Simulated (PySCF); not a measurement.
# Bismuth: highly charged ions in a basis for the neutral atom

Bi¹⁰⁺ [Xe] 4f14 5d5, Bi¹¹⁺ [Xe] 4f14 5d4. All numbers are calculated (PySCF 2.14, a scalar-relativistic core potential, in def2-TZVP with the def2 core potential (60 electrons) (6s5p3d2f, 50 functions)). No spin-orbit coupling, so a gap to NIST mixes the basis error with missing relativistic terms.

Changed run: basis of the neutral atom used for a highly charged ion. This setting is unsound on purpose.

| species | method | sound run (hartree) | changed run (hartree) | converged |
| --- | --- | --- | --- | --- |
| Bi¹⁰⁺ | UHF | not run | -185.49904 | yes |
| Bi¹⁰⁺ | MN15 | not run | -185.62821 | yes |
| Bi¹⁰⁺ | PBE | not run | -186.05010 | yes |
| Bi¹¹⁺ | UHF | not run | -178.55639 | yes |
| Bi¹¹⁺ | MN15 | not run | -178.72269 | yes |
| Bi¹¹⁺ | PBE | not run | -179.09902 | yes |

Ionisation energy of Bi¹⁰⁺:

```csv
method,changed run (eV),NIST (eV)
UHF,188.92,183 ± 2.4
MN15,187.91,183 ± 2.4
PBE,189.15,183 ± 2.4
```

The contracted functions were made for the neutral atom and can be too rigid for a highly charged ion.
